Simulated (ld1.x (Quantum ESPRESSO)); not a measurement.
Ge (Z = 32): one change to a PAW potential, before and after

Ge (Z = 32), PAW, made with ld1.x (Quantum ESPRESSO) 7.5 (PBEsol, non-relativistic). Core [Ar] 3d10, reference 4s1 4p3. Waves: 4s (bound): rcut 1.55, rcutus 1.95 bohr; 4s channel at 3.55 Ry: rcut 1.55, rcutus 1.95 bohr; 4p (bound): rcut 1.25, rcutus 1.75 bohr; 4p channel at 0.35 Ry: rcut 1.25, rcutus 1.75 bohr; 4d channel at 0.15 Ry: rcut 1.85, rcutus 1.95 bohr; 4d channel at 1.7 Ry: rcut 1.85, rcutus 1.95 bohr. Local part: all-electron potential smoothed inside 1.90 bohr (lloc = -1). Core correction: Bessel-smoothed model core, default radius (core density twice the valence density). Augmentation charge: PSQ, inside the norm-conserving radii.

All-electron outer shells of the reference configuration (PBEsol, non-relativistic, ld1.x):

```
shell  level (eV)  outermost node (bohr)  outermost maximum (bohr)
   3d      -31.81                      –                      0.50
   4s      -12.31                   0.78                      1.75
   4p       -4.59                   0.83                      2.19
```

Change: waves 4p (bound): rcut 1.25, rcutus 2.18 bohr; 4p channel at 0.35 Ry: rcut 1.25, rcutus 2.18 bohr.

Cutoffs: the cutoffs (Ry, on a coarse ladder) from which the occupation-weighted sum of valence levels, in a spherical-Bessel basis at the reference potential, stays within 10 and 1 mRy of its value at 400 Ry; they do not see the model core or the augmentation charge, which bear on the density cutoff. Errors are all-electron minus pseudo energies relative to the spin-unpolarised reference configuration.

How do hardness, ghosts and transferability respond?

The potential gets harder (6 Ry and 15 Ry → 8 Ry and 15 Ry); both files keep a bound ghost (d); the errors of the 7 common tests hardly move.

| quantity | base | changed |
| --- | --- | --- |
| cutoff, loose | 6 Ry | 8 Ry |
| cutoff, tight | 15 Ry | 15 Ry |
| bound ghosts | d | d |
| error for 4s2 4p2, meV [ΔE -7.60 eV] | -9.3 | -9.2 |
| error for 4s2 4p1, meV [ΔE -0.11 eV] | -2.2 | -2.2 |
| error for 4s2 4p0, meV [ΔE 15.35 eV] | -19 | -19 |
| error for 4s2 4p1.5, meV [ΔE -4.77 eV] | -5.6 | -5.6 |
| error for 4s1 4p2, meV [ΔE 8.20 eV] | -5.4 | -5.4 |
| error for 4s1 4p0, meV [ΔE 49.59 eV] | -208 | -208 |
| error for 4s2 4p2.3, meV [ΔE -8.49 eV] | -11 | -11 |
| lowest overlap eigenvalue by channel | s 0.56, p 0.64, d 0.91 | s 0.56, p 0.67, d 0.91 |

 A true bound ghost makes a file unfit for plane-wave use even where its test errors are small: the radial tests pick states by their node count and pass the ghost by.
